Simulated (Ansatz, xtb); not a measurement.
## Two structures of CH4AlPSi

Structure X: a singlet given by its coordinates. Structure Y: a singlet given by its coordinates. Both are isolated molecules in the gas phase, relaxed with B3LYP-D3(BJ)/def2-SVP.

X (Å):

```yaml
atoms:
  - { symbol: C, position_ang: [-0.3275, -3.0801, 0.5958] }
  - { symbol: Al, position_ang: [1.3605, 0.6522, -0.1448] }
  - { symbol: P, position_ang: [1.4354, -0.9889, -1.7284] }
  - { symbol: Si, position_ang: [0.4717, -1.4281, 0.1477] }
  - { symbol: H, position_ang: [0.1549, -3.5000, 1.4936] }
  - { symbol: H, position_ang: [-0.2320, -3.7931, -0.2374] }
  - { symbol: H, position_ang: [-1.3945, -2.9306, 0.8286] }
  - { symbol: H, position_ang: [1.6964, 2.1172, 0.3291] }
```

Close contacts (Å): C1–Si4 1.89, Al2–P3 2.28, Al2–Si4 2.28, P3–Si4 2.15, C1–H5 1.10, C1–H6 1.10, C1–H7 1.10, Al2–H8 1.58.

Y (Å):

```xyz
8

C    -0.4005   -3.1806    0.2961
Al    0.2588   -1.3715   -0.0127
P     0.1290    0.7235   -0.8955
Si    1.8595    0.2455    0.3046
H    -1.3673   -3.3477   -0.2052
H    -0.5325   -3.3650    1.3750
H     0.3199   -3.9243   -0.0826
H     2.9387    1.2626    0.5474
```

Close contacts (Å): C1–Al2 1.95, Al2–P3 2.28, Al2–Si4 2.30, P3–Si4 2.16, C1–H5 1.10, C1–H6 1.10, C1–H7 1.10, Si4–H8 1.50.

Quicker runs give these differences E(Y) − E(X): GFN2-xTB +2.79 kcal/mol; HF/STO-3G −7.43 kcal/mol (at GFN2-xTB geometries); r2SCAN-D4/def2-SVP −2.54 kcal/mol (at GFN2-xTB geometries).

Problem. Estimate E(Y) − E(X) at the level CCSD(T)/def2-SVP + ΔMP2/def2-TZVPP.

Solution. Too close to call at this level: CCSD(T)/def2-SVP + ΔMP2/def2-TZVPP gives E(Y) − E(X) = −0.36 kcal/mol.

How the difference moves with the method:

```json
{"level": "GFN2-xTB", "geometry": "GFN2-xTB", "E(Y) − E(X) (kcal/mol)": "+2.79", "departure from the last row (kcal/mol)": "+3.16", "job, with rough time for the two": "optimisation, 0.18 s"}
{"level": "HF/STO-3G", "geometry": "GFN2-xTB", "E(Y) − E(X) (kcal/mol)": "−7.43", "departure from the last row (kcal/mol)": "−7.07", "job, with rough time for the two": "single point, 0.32 s"}
{"level": "r2SCAN-D4/def2-SVP", "geometry": "GFN2-xTB", "E(Y) − E(X) (kcal/mol)": "−2.54", "departure from the last row (kcal/mol)": "−2.18", "job, with rough time for the two": "single point, 2.6 s"}
{"level": "B3LYP-D3(BJ)/def2-SVP", "geometry": "B3LYP-D3(BJ)/def2-SVP", "E(Y) − E(X) (kcal/mol)": "−0.26", "departure from the last row (kcal/mol)": "+0.11", "job, with rough time for the two": "optimisation, 68 s"}
{"level": "HF/def2-SVP", "geometry": "B3LYP-D3(BJ)/def2-SVP", "E(Y) − E(X) (kcal/mol)": "−0.09", "departure from the last row (kcal/mol)": "+0.27", "job, with rough time for the two": "part of the CCSD(T) run"}
{"level": "MP2/def2-SVP", "geometry": "B3LYP-D3(BJ)/def2-SVP", "E(Y) − E(X) (kcal/mol)": "−0.35", "departure from the last row (kcal/mol)": "+0.01", "job, with rough time for the two": "part of the CCSD(T) run"}
{"level": "CCSD(T)/def2-SVP", "geometry": "B3LYP-D3(BJ)/def2-SVP", "E(Y) − E(X) (kcal/mol)": "−0.82", "departure from the last row (kcal/mol)": "−0.46", "job, with rough time for the two": "single point"}
{"level": "CCSD(T)/def2-SVP + ΔMP2/def2-TZVPP", "geometry": "B3LYP-D3(BJ)/def2-SVP", "E(Y) − E(X) (kcal/mol)": "−0.36", "departure from the last row (kcal/mol)": "", "job, with rough time for the two": "single point, 16 s"}
```

The largest departure from CCSD(T)/def2-SVP + ΔMP2/def2-TZVPP is that of HF/STO-3G, 7.07 kcal/mol. The last row adds to CCSD(T) the change of the MP2 difference between the two basis sets, here +0.46 kcal/mol.

With harmonic frequencies from B3LYP-D3(BJ)/def2-SVP (ideal gas, rigid rotor, one conformer each, 298.15 K, 1 atm): on the last row, ΔE + ΔZPE = −0.42 kcal/mol. A mode under 50 cm⁻¹ makes harmonic enthalpies and free energies unreliable, so none is given.

The correlated steps freeze 16 core orbitals. Codes used: Ansatz 0.2.0, xtb 6.7.1; the last row on 1 thread of Intel(R) Xeon(R) 6975P-C (Granite Rapids) on a shared host.
